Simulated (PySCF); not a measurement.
## Polarisability and C₆ of P⁺ (phosphorus, charge +1)

[Ne] 3s2 3p2, high-spin 3P determinant. Computed with PySCF 2.14 in dyall-av3z, with scalar relativity by spin-free X2C-1e. Coupled (time-dependent) response in atomic units; α is the mean over directions.

| method | mean α (bohr³) | α xx, yy, zz | C₆ (like pair) | S(−4) |
| --- | --- | --- | --- | --- |
| UHF | 14.36 | 13.93, 14.57, 14.57 | 74.26 | 68.80 |
| PBE | 14.36 | 13.69, 14.70, 14.70 | 74.00 | 67.84 |
| PBE0 | 14.23 | 13.66, 14.51, 14.51 | 73.20 | 65.91 |
| B3LYP | 14.21 | 13.59, 14.53, 14.53 | 72.94 | 66.02 |
| LC-wPBE | 14.07 | 13.60, 14.31, 14.31 | 72.03 | 64.51 |

S(−4) is the Cauchy moment in α(ω) = α(0) + S(−4) ω² + …

α(iu) at UHF:

| u (hartree) | α(iu) (bohr³) |
| --- | --- |
| 0 | 14.36 |
| 0.0500 | 14.19 |
| 0.100 | 13.71 |
| 0.200 | 12.12 |
| 0.300 | 10.21 |
| 0.500 | 6.871 |
| 0.750 | 4.254 |
| 1.00 | 2.805 |
| 1.50 | 1.450 |
| 2.00 | 0.8827 |
| 3.00 | 0.4337 |
| 5.00 | 0.1790 |

For an ion, C₆ is the dispersion term alone; charge-induced terms of lower order in 1/R come first.

The components differ because the open shell of this determinant is not spherical; for a pure term their mean is the scalar polarisability.
